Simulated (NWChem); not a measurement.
System: BHOIF; SMILES OB(F)I

The following NWChem deck was run.

```
start job
memory heap 200 mb stack 900 mb global 1100 mb
geometry units angstroms noautosym nocenter noautoz
  B      0.043458    -1.306237     0.000000
  F     -1.091397    -1.990373     0.000000
  I     -0.033472     0.825092     0.000000
  O      1.231196    -1.921466     0.000000
  H      1.152701    -2.884525     0.000000
end
basis spherical
  B library def2-svpd
  F library def2-svpd
  I library def2-svpd
  O library def2-svpd
  H library def2-svpd
end
ecp
  I library def2-ecp
end
dft
  xc b3lyp
  iterations 150
end
property
  response 1 0.0773
end
task dft property
```

Parts of the log:

```
             Northwest Computational Chemistry Package (NWChem) 7.3.0
             --------------------------------------------------------

                             Geometry "geometry" -> ""
                             -------------------------

 Output coordinates in angstroms (scale by  1.889725989 to convert to a.u.)

  No.       Tag          Charge          X              Y              Z
 ---- ---------------- ---------- -------------- -------------- --------------
    1 B                    5.0000     0.04345800    -1.30623700     0.00000000
    2 F                    9.0000    -1.09139700    -1.99037300     0.00000000
    3 I                   53.0000    -0.03347200     0.82509200     0.00000000
    4 O                    8.0000     1.23119600    -1.92146600     0.00000000
    5 H                    1.0000     1.15270100    -2.88452500     0.00000000

 Effective nuclear repulsion energy (a.u.)     288.9985698917

                                 NWChem DFT Module
                                 -----------------

 Summary of "ao basis" -> "ao basis" (spherical)
 ------------------------------------------------------------------------------
       Tag                 Description            Shells   Functions and Types
 ---------------- ------------------------------  ------  ---------------------
 B                         def2-svpd                 8       20   4s2p2d
 F                         def2-svpd                 9       23   4s3p2d
 I                         def2-svpd                13       35   5s5p3d
 O                         def2-svpd                 9       23   4s3p2d
 H                         def2-svpd                 4        8   2s2p

            General Information
            -------------------
          SCF calculation type: DFT
          Wavefunction type:  closed shell.
          No. of atoms     :     5
          No. of electrons :    48
           Alpha electrons :    24
            Beta electrons :    24
          Charge           :     0
          Spin multiplicity:     1
          Use of symmetry is: off; symmetry adaption is: off
          Maximum number of iterations: 150
          AO basis - number of functions:   109
                     number of shells:    43
          Convergence on energy requested:  1.00D-06
          Convergence on density requested:  1.00D-05
          Convergence on gradient requested:  5.00D-04

              XC Information
              --------------
                         B3LYP Method XC Potential
                     Hartree-Fock (Exact) Exchange  0.200
                        Slater Exchange Functional  0.800 local
                    Becke 1988 Exchange Functional  0.720 non-local
              Lee-Yang-Parr Correlation Functional  0.810
                  VWN I RPA Correlation Functional  0.190 local

             Grid Information
             ----------------
          Grid used for XC integration:  medium
          Radial quadrature: Mura-Knowles
          Angular quadrature: Lebedev.
          Tag              B.-S. Rad. Rad. Pts. Rad. Cut. Ang. Pts.
          ---              ---------- --------- --------- ---------
          B                   0.85       49          12.0       434
          F                   0.50       49          12.0       434
          I                   1.40      123          12.0       590
          O                   0.60       49          13.0       434
          H                   0.35       45          13.0       434
          Grid pruning is: on
          Number of quadrature shells:   315
          Spatial weights used:  Erf1

      Superposition of Atomic Density Guess
      -------------------------------------

 Sum of atomic energies:        -546.12159700

      Non-variational initial energy
      ------------------------------

 Total energy =    -496.778899
 1-e energy   =   -1124.153116
 2-e energy   =     460.456759
 HOMO         =      -0.356336
 LUMO         =       0.024443

   convergence    iter        energy       DeltaE   RMS-Dens  Diis-err
 ---------------- ----- ----------------- --------- --------- ---------
 d= 0,ls=0.0,diis     1   -498.2250403013 -6.65D+02  1.56D-02  7.70D-01
 d= 0,ls=0.0,diis     2   -498.1837157966  4.13D-02  7.51D-03  1.42D+00
 d= 0,ls=0.0,diis     3   -498.3192540809 -1.36D-01  9.39D-04  1.66D-02
 d= 0,ls=0.0,diis     4   -498.3205662275 -1.31D-03  4.08D-04  2.39D-03
 d= 0,ls=0.0,diis     5   -498.3207519421 -1.86D-04  1.43D-04  5.69D-04
  Resetting Diis
 d= 0,ls=0.0,diis     6   -498.3208116842 -5.97D-05  3.24D-05  8.30D-06
 d= 0,ls=0.0,diis     7   -498.3208122349 -5.51D-07  3.00D-05  2.61D-06
 d= 0,ls=0.0,diis     8   -498.3208118629  3.72D-07  1.79D-05  5.85D-06
 d= 0,ls=0.0,diis     9   -498.3208125589 -6.96D-07  1.05D-06  2.16D-08

         Total DFT energy =     -498.320812558876
      One electron energy =    -1126.551690668731
           Coulomb energy =      507.168949052618
    Exchange-Corr. energy =      -45.855529708378
 Nuclear repulsion energy =      166.917458765615

 Numeric. integr. density =       47.999998610710

                       DFT Final Molecular Orbital Analysis
                       ------------------------------------

[...]

 DFT Linear Response polarizability / au
 Frequency  =       0.0773000 / au
 Wavelength =     589.4353558 / nm
              X              Y              Z
 -----------------------------------------------
 X      51.2260475     -2.8217332      0.0000005
 Y      -2.8218652     68.9215666      0.0000009
 Z       0.0000005      0.0000009     46.0271745
 -----------------------------------------------
 Eigenvalues =      50.7869870     69.3606272     46.0271745
 Isotropic   =      55.3915962
 Anisotropic =      21.3551626
 -----------------------------------------------

 Magnetic Dipole Response Matrix (nonzero elements):

 Exiting AOResponse driver routine
```

Level: B3LYP/def2-SVPD with def2 effective core potentials on I. Geometry: optimised at PBE0/def2-SVP. def2 effective core potentials on I; no spin-orbit coupling.
